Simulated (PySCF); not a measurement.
CH6Cl2Si2. Atoms are numbered in the order given.

```xyz
11

Si     1.0609     0.4802     0.2271
Cl     3.0708     0.2490    -0.2410
C      0.0738    -0.8147    -0.7029
Si    -1.6497    -1.0900    -0.0361
Cl    -2.4998     0.7638     0.3706
H      0.6595     1.8543    -0.1707
H      0.9171     0.2942     1.6979
H      0.6176    -1.7744    -0.6483
H      0.0251    -0.5254    -1.7659
H     -1.6005    -1.8506     1.2433
H     -2.5268    -1.7903    -1.0147
```

Geometry: PBE0-D3(BJ)/def2-SVP. The values are those of a single conformer.

These are PBE0-D3(BJ)/def2-SVP in PySCF 2.14.0 values and carry that method's errors.

Frequencies are harmonic and unscaled.

| mode | ν (cm⁻¹) | IR (km/mol) | moving atoms (share of kinetic energy) |
|---|---|---|---|
| 1 | 43 | 1.1 | Si 44 %, Cl 38 %, H 15 % |
| 2 | 61 | 1.8 | Cl 49 %, Si 18 %, C 18 %, H 15 % |
| 3 | 108 | 0.7 | H 33 %, Si 25 %, Cl 22 %, C 20 % |
| 4 | 151 | 2.0 | Cl 47 %, Si 38 % |
| 5 | 263 | 7.6 | Si 46 %, H 20 %, Cl 18 %, C 16 % |
| 6 | 471 | 12.1 | H 82 %, Si 11 % |
| 7 | 525 | 12.7 | H 48 %, Si 28 %, Cl 19 % |
| 8 | 531 | 27.6 | Si 35 %, Cl 35 %, H 26 % |
| 9 | 563 | 69.1 | Si 50 %, Cl 33 %, H 17 % |
| 10 | 653 | 35.7 | C 39 %, H 35 %, Si 23 % |
| 11 | 674 | 38.9 | H 84 %, Si 9 % |
| 12 | 706 | 3.5 | H 92 % |
| 13 | 770 | 86.9 | H 43 %, C 34 %, Si 24 % |
| 14 | 799 | 50.5 | H 64 %, C 25 %, Si 11 % |
| 15 | 863 | 81.1 | H 87 % |
| 16 | 873 | 307.4 | H 85 % |
| 17 | 949 | 160.1 | H 94 % |
| 18 | 954 | 73.8 | H 95 % |
| 19 | 1013 | 23.5 | H 94 % |
| 20 | 1076 | 162.4 | H 58 %, C 38 % |
| 21 | 1369 | 9.8 | H 92 %, C 8 % |
| 22 | 2252 | 63.1 | H 97 % |
| 23 | 2256 | 74.9 | H 97 % |
| 24 | 2261 | 133.9 | H 96 % |
| 25 | 2277 | 83.7 | H 96 % |
| 26 | 3072 | 0.6 | H 95 % |
| 27 | 3144 | 1.1 | H 91 %, C 9 % |
